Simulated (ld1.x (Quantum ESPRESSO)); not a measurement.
## N, RRKJ: configuration errors across variants

nitrogen, norm-conserving RRKJ (Kleinman–Bylander form), made with ld1.x (Quantum ESPRESSO) 7.5 (LDA (PZ), scalar-relativistic). Core [He], reference 2s2 2p3. Waves: 2p (bound): rc 1.15 bohr; 2s (bound): rc 0.80 bohr. Local part: the s channel. Core correction: none. rho0 = 0.001.

All-electron excitation energies from the reference (eV): (1) 2s2 2p2 13.732; (2) 2s2 2p1 42.702; (3) 2s2 2p0 89.866; (4) 2s1 2p0 167.340; (5) 2s1 2p3 25.184; (6) 2s0 2p5 22.452; (7) 2s2 2p2.5 5.167; (8) 2s2 2p3 spin -2.892; (9) 2s2 2p2 spin 12.043.

Spin tests fill each open shell by Hund’s rule, majority spin first.

Errors AE − PS in meV (a dash: test not solved or not reliable):

```tsv
change	(1)	(2)	(3)	(4)	(5)	(6)	(7)	(8)	(9)	bound ghosts
base	+5.6	+71	+380	+830	+3.4	+46	+0.5	+293	+208	none
core correction a·sin(br)/r model core inside 0.32 bohr	+2.1	+33	+181	+373	+2.4	+32	+0.1	+43	+29	none
core correction a·sin(br)/r model core inside 0.38 bohr	+2.1	+34	+183	+376	+2.4	+32	+0.1	+46	+31	none
core correction a·sin(br)/r model core inside 0.48 bohr	+2.4	+36	+195	+400	+2.5	+33	+0.1	+63	+43	none
core correction a·sin(br)/r model core inside 0.54 bohr	+2.8	+40	+215	+441	+2.6	+35	+0.2	+90	+63	none
core correction a·sin(br)/r model core inside 0.64 bohr	+3.6	+49	+264	+544	+2.8	+39	+0.3	+151	+106	none
core correction a·sin(br)/r model core inside 0.70 bohr	+4.2	+56	+300	+626	+2.9	+42	+0.3	+195	+138	none
core correction a·sin(br)/r model core inside 0.80 bohr	+4.9	+63	+338	+719	+3.1	+44	+0.4	+242	+172	none
core correction a·sin(br)/r model core inside 0.96 bohr	+5.4	+69	+369	+799	+3.2	+46	+0.5	+280	+199	none
```

Problem. Give the same row for: core correction a·sin(br)/r model core inside 0.88 bohr.

Solution. +5.2, +67, +359, +771, +3.2, +45, +0.5, +267, +190; bound ghosts: none.
